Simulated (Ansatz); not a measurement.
Reaction (formal exchange of groups at the Si–C bond): `BC(=C)[SiH2]C` + `[SiH3]S` → `C[SiH2][SiH2]S` + `BC=C`

Computed with Ansatz on PBE0-D4/def2-TZVP structures; ΔE is electronic, products minus reactants. CBS: MP2 limit from def2 TZ/QZ plus the TZ coupled-cluster correction, frozen cores. DFT in def2-TZVPP. Each species was taken in one conformer, which may not be the lowest.

| level | ΔE (kJ/mol) | difference from CCSD(T)/CBS |
| --- | --- | --- |
| revPBE-D4 | -13.0 | -10.9 |
| B97M-V | -9.6 | -7.5 |
| r2SCAN0-D4 | -6.6 | -4.5 |
| BHLYP-D4 | -2.3 | -0.2 |
| ωB97M-V | 0.9 | 3.0 |
| r2SCANh | -7.5 | -5.4 |
| BHLYP | -1.2 | 0.9 |
| CAM-B3LYP | -1.8 | 0.3 |
| HF/def2-TZVPP | 4.3 | 6.4 |
| HF/def2-QZVPP | 5.1 | 7.2 |
| CCSD(T)/CBS | -2.1 | 0 |

Largest T1 diagnostic among the species: 0.011.

From BLYP to BHLYP (50 % exact exchange), in def2-TZVPP and without D4, ΔE moves by +7.5 kJ/mol. Leaving LDA and LC-ωPBE aside and taking each functional with its dispersion term where it has one, the values, not all of them listed here, spread over 16.6 kJ/mol, from PBE-D4 to ωB97M-V. LDA lies +3.8 kJ/mol from PBE without D4.
